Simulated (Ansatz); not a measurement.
Ansatz (a program for electronic structure) input:
A basis named .json is the Basis Set Exchange file of that set.

Ansatz 0.2 input:
```yaml
crystal:
  periodic: [false, false, false]
  atoms:
    - {symbol: Na, position_ang: [-0.63922233, -0.48601573, -0.51518672]}
    - {symbol: O, position_ang: [0.71161054, 0.53681843, 0.57326082]}
    - {symbol: H, position_ang: [1.33856133, 1.05162562, 1.08096734]}
basis:
  gaussian:
    orbitals: def2-TZVPPD.json
    fitting: {mean_field: def2-universal-jkfit, correlation: def2-TZVPPD-RIFIT.json}
total_charge: -1
magnetization: {spin_polarized: true, initial_magnetization: 1}
correlation: {method: mp2, electrons: outside_noble_gas}
```

### Question
Predict the final energy.

### Answer
-237.62319 Eh (RI-MP2/def2-TZVPPD). The basis has 92 functions.
